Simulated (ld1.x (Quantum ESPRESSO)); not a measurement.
gallium (Ga): excitation energies, all-electron against TM

gallium, norm-conserving Troullier–Martins (Kleinman–Bylander form), made with ld1.x (Quantum ESPRESSO) 7.5 (BLYP, scalar-relativistic). Core [Ne], reference 3s2 3p6 3d10 4s1.5 4p1.5. Waves: 3p (bound): rc 0.30 bohr; 3d (bound): rc 0.75 bohr; 3s (bound): rc 1.00 bohr. Local part: the s channel. Core correction: none.

Occupied shells without a wave of their own: 4p, 4s. They enter only through the test configuration that unscreens the potential.

Energies are relative to the spin-unpolarised reference configuration 3s2 3p6 3d10 4s1.5 4p1.5; without spin polarisation the order of configurations can differ from experiment.

```json
{"valence configuration": "3s2 3p6 3d10 4s2 4p1", "charge": "0", "ΔE all-electron (eV)": "-3.246", "error AE − PS (meV)": "+465"}
{"valence configuration": "3s2 3p6 3d10 4s2 4p0", "charge": "+1", "ΔE all-electron (eV)": "2.424", "error AE − PS (meV)": "+265"}
{"valence configuration": "3s2 3p6 3d10 4s0 4p0", "charge": "+3", "ΔE all-electron (eV)": "55.209", "error AE − PS (meV)": "-3512"}
{"valence configuration": "3s2 3p6 3d10 4s1 4p1", "charge": "+1", "ΔE all-electron (eV)": "9.808", "error AE − PS (meV)": "-791"}
{"valence configuration": "3s2 3p5 3d10 4s2 4p1", "charge": "+1", "ΔE all-electron (eV)": "104.731", "error AE − PS (meV)": "+766"}
{"valence configuration": "3s2 3p6 3d9 4s2 4p2", "charge": "0", "ΔE all-electron (eV)": "17.041", "error AE − PS (meV)": "+946"}
```

Problem. What are ΔE and the potential's error for 3s2 3p6 3d10 4s1 4p0?

Solution. ΔE = 23.663 eV all-electron; the error (AE − PS) is -1318 meV.

Levels in the configuration 3s2 3p6 3d10 4s0 4p0:

| level | all-electron (eV) | pseudo (eV) |
| --- | --- | --- |
| 3s | -181.555 | -183.011 |
| 3p | -132.375 | -133.779 |
| 3d | -52.478 | -53.874 |

The 4p, 4s levels have no wave, so the channel is fitted at the deeper level alone: the likely source of the large errors.

A Bessel basis up to 400 Ry misses an occupied level by 2.50 Ry, so cutoffs and ghosts were not judged. The potential misses its own reference levels by up to 1.1 eV, so it is not fit for use.
